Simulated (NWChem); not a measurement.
CH₃CdFO; SMILES [Cd]([F])[O]C

```xyz
7

Cd     0.0612    -0.3421    -0.0026
F     -0.2202    -2.2459     0.0072
O      0.5012     1.5657     0.0070
C     -0.4624     2.5716     0.0011
H     -1.1282     2.5624     0.8886
H      0.0531     3.5500     0.0053
H     -1.1160     2.5642    -0.8955
```
Atoms are numbered in this order, from 1.

All runs: NWChem. Medium grid unless said otherwise, to which SCAN and Minnesota functionals are sensitive. Structure relaxed at the PBE0/def2-SVP level. def2 effective core potentials on Cd; no spin-orbit coupling. B3LYP is NWChem's, with the RPA form of VWN correlation. Total energies of different functionals are on different scales.

```json
[
 {"level": "B3LYP/def2-SVP", "energy (Ha)": "-382.5860", "highest occupied level (eV)": "-7.10", "orbital gap (eV)": "5.07", "dipole (D)": "1.76"},
 {"level": "PBE/def2-SVP", "energy (Ha)": "-382.3064", "highest occupied level (eV)": "-5.79", "orbital gap (eV)": "3.20", "dipole (D)": "1.72"},
 {"level": "LC-wPBE (HJS exchange hole, range parameter 0.4 per bohr)/def2-SVP", "energy (Ha)": "-382.4198", "highest occupied level (eV)": "[?]", "orbital gap (eV)": "[?]", "dipole (D)": "1.65"},
 {"level": "BP86/def2-SVP", "energy (Ha)": "-382.6398", "highest occupied level (eV)": "-5.91", "orbital gap (eV)": "3.26", "dipole (D)": "1.75"},
 {"level": "MN15-L/def2-SVP", "energy (Ha)": "-381.7098", "highest occupied level (eV)": "-6.35", "orbital gap (eV)": "4.10", "dipole (D)": "1.72"},
 {"level": "OLYP/def2-SVP", "energy (Ha)": "-382.6641", "highest occupied level (eV)": "-5.65", "orbital gap (eV)": "3.20", "dipole (D)": "1.64"},
 {"level": "PBE0/def2-SVP", "energy (Ha)": "-382.2984", "highest occupied level (eV)": "-7.33", "orbital gap (eV)": "5.65", "dipole (D)": "1.75"},
 {"level": "RPBE/def2-SVP", "energy (Ha)": "-382.5788", "highest occupied level (eV)": "-5.73", "orbital gap (eV)": "3.21", "dipole (D)": "1.64"}
]
```

Problem. Fill in the missing entries.

Solution. 
- LC-wPBE (HJS exchange hole, range parameter 0.4 per bohr)/def2-SVP, highest occupied level (eV): -10.03
- LC-wPBE (HJS exchange hole, range parameter 0.4 per bohr)/def2-SVP, orbital gap (eV): 10.64
